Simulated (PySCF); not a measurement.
SMILES F[SiH](F)[SiH](F)F, singlet (PBE0/def2-SVP optimised geometry):

```
8

Si    -1.279    -2.040     1.787
F     -2.896    -2.028     1.800
F     -0.781    -1.338     3.156
Si    -0.571    -0.703     0.000
F      1.047    -0.703     0.000
F     -1.053    -1.412    -1.371
H     -0.814    -3.449     1.780
H     -1.047     0.703     0.000
```

Method: PBE0/def2-TZVP run with PySCF.

What are the frontier orbital energies and the dipole moment?

HOMO-2 -11.98 eV, HOMO-1 -11.38 eV, HOMO -8.99 eV, LUMO -1.19 eV, LUMO+1 -1.16 eV; dipole moment 0.02 D.

On the same geometry PBE/def2-TZVP run with PySCF gives HOMO-2 -10.19 eV, HOMO-1 -9.65 eV, HOMO -7.59 eV, LUMO -2.05 eV, LUMO+1 -1.99 eV; dipole moment 0.02 D.

Meta-Löwdin charges at PBE0/def2-TZVP: Si1 1.09, F2 -0.49, F3 -0.49, Si4 1.09, F5 -0.49, F6 -0.49, H7 -0.10, H8 -0.10.
